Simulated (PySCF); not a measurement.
Isomers of C4H10F2Si2, one GFN2-xTB conformer each. Single-point energies are computed at PBE0/pcSseg-1 (PySCF, gas phase, no added dispersion term), electronic only.

Question: Rank them by PBE0/pcSseg-1 energy, lowest first (kcal/mol).
A. `[F:1][CH2:2][Si@@H:3]1[CH2:4][SiH2:5][C@@H:6]([F:7])[CH2:8]1` with F1–C2–Si3–C4 51°, C2–Si3–C4–Si5 -127°, Si3–C4–Si5–C6 -10°, C4–Si5–C6–F7 -83°, Si5–C6–C8–Si3 -43°
B. `[CH3:1][Si@@H:2]1[CH2:3][SiH2:4][C@@H:5]1[CH:6]([F:7])[F:8]` with Si4–C5–C6–F7 -167°
C. `[F:1][CH:2]([F:3])[C@@H:4]1[CH2:5][C@H:6]1[SiH2:7][SiH3:8]` with F1–C2–C4–C5 152°, C5–C6–Si7–Si8 159°
D. `[F:1][CH:2]([F:3])[C@@H:4]1[CH2:5][C@@H:6]1[SiH2:7][SiH3:8]` with F1–C2–C4–C5 -106°, C5–C6–Si7–Si8 -160°

Answer: B (0.0), A (11.2), C (32.4), D (33.8).

As drawn, the lowest has a four-membered ring, which the highest lacks; the highest has a three-membered ring and an Si–Si bond, which the lowest lacks. Neighbours under 2.5 kcal/mol apart (FC(F)[C@@H]1C[C@H]1[SiH2][SiH3] and FC(F)[C@@H]1C[C@@H]1[SiH2][SiH3]) can change places with a better method, another conformer or zero-point energy. FC(F)[C@@H]1C[C@H]1[SiH2][SiH3] and FC(F)[C@@H]1C[C@@H]1[SiH2][SiH3] are stereoisomers, 1.4 kcal/mol apart in the conformers taken. GFN2-xTB itself gives, in the same order: 2.8, 0.0, 2.9, 3.3. GFN2-xTB puts FC[Si@@H]1C[SiH2][C@@H](F)C1 lowest instead; measured from each level's own lowest isomer, the values differ by up to 30.5 kcal/mol (FC(F)[C@@H]1C[C@@H]1[SiH2][SiH3]: 3.3 against 33.8).

Q: Which frontier levels, dipoles and rotational constants go with these structures?

A: 
| SMILES | HOMO (eV, PBE0/pcSseg-1) | LUMO (eV) | dipole (D) | A, B, C (MHz) |
| --- | --- | --- | --- | --- |
| C[Si@@H]1C[SiH2][C@@H]1C(F)F | -7.99 | -0.02 | 1.70 | 1740, 1283, 929.9 |
| FC[Si@@H]1C[SiH2][C@@H](F)C1 | -7.97 | 0.54 | 0.82 | 2287, 909.6, 797.2 |
| FC(F)[C@@H]1C[C@H]1[SiH2][SiH3] | -8.35 | -0.06 | 2.20 | 2233, 683.8, 551.4 |
| FC(F)[C@@H]1C[C@@H]1[SiH2][SiH3] | -8.28 | 0.06 | 2.15 | 2044, 862.4, 672.2 |

Q: As an exercise, what shares would exp(−E/RT) give at 2000 K from these electronic energies alone (no entropy, no degeneracies)?

A: RT = 3.974 kcal/mol: C[Si@@H]1C[SiH2][C@@H]1C(F)F 94.3 %, FC[Si@@H]1C[SiH2][C@@H](F)C1 5.6 %, FC(F)[C@@H]1C[C@H]1[SiH2][SiH3] under 0.1 %, FC(F)[C@@H]1C[C@@H]1[SiH2][SiH3] under 0.1 %.
